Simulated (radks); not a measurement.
Polarisability of the carbon ion C3+, [He] 2s1, at imaginary frequency. Method: scalar-relativistic Kohn-Sham, LB94 model potential, spin-polarised, spherical densities, finite nucleus; open shells are filled with parallel spins first; Fermi nuclear charge, rms radius 2.4702 fm; computed with a radial shooting solver on a logarithmic mesh with Libxc functionals. Response by self-consistent Sternheimer equations with the Hartree and adiabatic LDA kernel, the relativistic mass of each level held fixed and spin-orbit coupling left out.

w (hartree)  alpha1(iw) (bohr^3)  alpha2(iw) (bohr^5)
0.00266                    3.200                1.726
0.0143                     3.193                1.725
0.0360                     3.153                1.724
0.0697                     3.030                1.722
0.118                      2.758                1.714
0.186                      2.299                1.698
0.280                      1.715                1.664
0.413                      1.151                1.597
0.605                     0.7172                1.473
0.892                     0.4302                1.257
1.35                      0.2497               0.9357
2.12                      0.1349               0.5607
3.59                     0.06357               0.2497
6.94                     0.02459              0.07579
17.5                    0.006415              0.01280

Static values: alpha1 = 3.200 bohr^3 (0.4743 angstrom^3; uncoupled 3.822), alpha2 = 1.726 bohr^5, alpha3 = 4.332 bohr^7. C6 = 2.410, C8 = 11.31, triple-dipole C9 = 5.572 atomic units. One-pole (London) frequency 4 C6 / (3 alpha1^2) = 0.314 hartree, against 2.348 for minus the highest occupied eigenvalue.
